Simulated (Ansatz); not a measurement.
FHOSi3: which of two structures lies lower

We compare I, a singlet given by its coordinates, with II, a singlet given by its coordinates. Both are isolated molecules in the gas phase, relaxed with B3LYP-D3(BJ)/def2-SVP.

I (Å):

```xyz
6

F    -3.7905    3.1212   -0.3300
O    -0.2932    1.1108   -3.4419
Si   -0.9170    1.6332   -2.0018
Si   -0.3330    1.8078    0.2402
Si   -2.3406    2.4647   -0.6623
H    -0.8380    1.1839   -4.2375
```

Close contacts (Å): F1–Si5 1.63, O2–Si3 1.65, Si3–Si4 2.32, Si3–Si5 2.12, Si4–Si5 2.30, O2–H6 0.97.

II (Å):

```xyz
6

F    -3.2796    1.4919   -2.1075
O    -1.4332    2.3844   -0.4209
Si   -1.9679    1.4806   -3.4508
Si   -2.0239    0.8278   -0.7843
Si   -0.6381    2.5814   -1.9324
H     0.8501    2.5288   -1.7715
```

Close contacts (Å): F1–Si3 1.88, F1–Si4 1.94, O2–Si4 1.70, O2–Si5 1.72, Si3–Si4 2.75, Si3–Si5 2.30, Si4–Si5 2.51, Si5–H6 1.50.

Task: Estimate E(II) − E(I) at the level CCSD(T)/def2-SVP + ΔMP2/def2-TZVPP.

Result: Calculated at CCSD(T)/def2-SVP + ΔMP2/def2-TZVPP: E(II) − E(I) = −2.2 kcal/mol, so structure II lies lower.

How the difference moves with the method:

```json
{"level": "B3LYP-D3(BJ)/def2-SVP", "geometry": "B3LYP-D3(BJ)/def2-SVP", "E(II) − E(I) (kcal/mol)": "−9.1", "departure from the last row (kcal/mol)": "−7.0", "job, with rough time for the two": "optimisation, 31 s"}
{"level": "HF/def2-SVP", "geometry": "B3LYP-D3(BJ)/def2-SVP", "E(II) − E(I) (kcal/mol)": "−0.9", "departure from the last row (kcal/mol)": "+1.3", "job, with rough time for the two": "part of the CCSD(T) run"}
{"level": "MP2/def2-SVP", "geometry": "B3LYP-D3(BJ)/def2-SVP", "E(II) − E(I) (kcal/mol)": "−0.4", "departure from the last row (kcal/mol)": "+1.7", "job, with rough time for the two": "part of the CCSD(T) run"}
{"level": "CCSD(T)/def2-SVP", "geometry": "B3LYP-D3(BJ)/def2-SVP", "E(II) − E(I) (kcal/mol)": "−5.1", "departure from the last row (kcal/mol)": "−2.9", "job, with rough time for the two": "single point"}
{"level": "CCSD(T)/def2-SVP + ΔMP2/def2-TZVPP", "geometry": "B3LYP-D3(BJ)/def2-SVP", "E(II) − E(I) (kcal/mol)": "−2.2", "departure from the last row (kcal/mol)": "", "job, with rough time for the two": "single point, 25 s"}
```

MP2/def2-SVP finds them nearly level. The largest departure from CCSD(T)/def2-SVP + ΔMP2/def2-TZVPP is that of B3LYP-D3(BJ)/def2-SVP, 7.0 kcal/mol. Levels run at GFN2-xTB geometries aren't shown. The last row adds to CCSD(T) the change of the MP2 difference between the two basis sets, here +2.9 kcal/mol.

With harmonic frequencies from B3LYP-D3(BJ)/def2-SVP (ideal gas, rigid rotor, one conformer each, 298.15 K, 1 atm): on the last row, ΔE + ΔZPE = −4.4, ΔH = −4.7, ΔG = −3.5 kcal/mol.

The T1 diagnostic of structure II is large, so the coupled-cluster value is less sure. The correlated steps freeze 17 core orbitals. Mirror images aren't counted in ΔG. Codes used: Ansatz 0.2.0; the last row on 1 thread of Intel(R) Xeon(R) 6975P-C (Granite Rapids) on a shared host.
